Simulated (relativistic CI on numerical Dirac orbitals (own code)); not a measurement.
# Sm53+: sensitivity of the levels to the model

Base calculation: Dirac-Coulomb-Breit CI, KLI orbitals optimised for each configuration, model QED (radiative potential, 1s self-energy scaled to tabulated hydrogen-like ionisation energies), unscaled Slater integrals.

Configurations in the expansion (outside the closed core 1s2): 2s2 2p5, 2s 2p6, 2p6 3s, 2p6 3p, 2p6 3d, 2s2 2p4 3s, 2s2 2p4 3p, 2s2 2p4 3d, 2s 2p5 3s, 2s 2p5 3p, 2s 2p5 3d, 2s2 2p4 4s, 2s2 2p4 4p, 2s2 2p4 4d, 2s2 2p4 4f, 2s 2p5 4s. Levels of other configurations are missing.

The lowest level and the first level of each name with at least 55 % of one term (blank where a level has no safe partner in the second run):

| Level | Base (eV) | Shift (eV) |
| --- | --- | --- |
| 2s2 2p5 2P°_3/2 | 0.00 | 0.00 |
| 2s2 2p5 2P°_1/2 | 621.66 | +7.73 |
| 2s 2p6 2S_1/2 | 991.21 | -1.34 |
| 2s2 2p4 3s 4P_5/2 | 5826.87 | +10.50 |
| 2s2 2p4 3s 2P_3/2 | 5835.75 | +10.18 |
| 2s2 2p4 3s 2S_1/2 | 5876.88 | +5.45 |
| 2s2 2p4 3p 2P°_1/2 | 5978.47 | +3.01 |
| 2s2 2p4 3p 4D°_7/2 | 6103.31 | +10.92 |
| 2s2 2p4 3d 4F_9/2 | 6262.76 | +13.28 |
| 2s2 2p4 3d 2D_3/2 | 6268.78 | +6.65 |
| 2s2 2p4 3d 2P_1/2 | 6274.06 | +11.81 |
| 2s2 2p4 3s 4P_3/2 | 6449.20 | +16.05 |
| 2s2 2p4 3s 2P_1/2 | 6456.96 | +16.09 |
| 2s2 2p4 3s 2D_5/2 | 6468.65 | +20.73 |

At this charge energies of transitions that change n are usually good to better than 1 %, and those within a shell (Δn = 0) to a few per cent.

Task: One thing was changed in a second run, which moved the levels as shown. Which?
A. P86 correlation estimate
B. non-relativistic limit
C. configuration mixing switched off
D. Breit term removed
E. QED terms removed

Result: D. Breit term removed. The Breit term mainly narrows fine-structure intervals, so removing it widens them.

LS names give the leading component of a level, which can be under half, so a name can repeat, a term be missing and a line seem to break the LS rules.
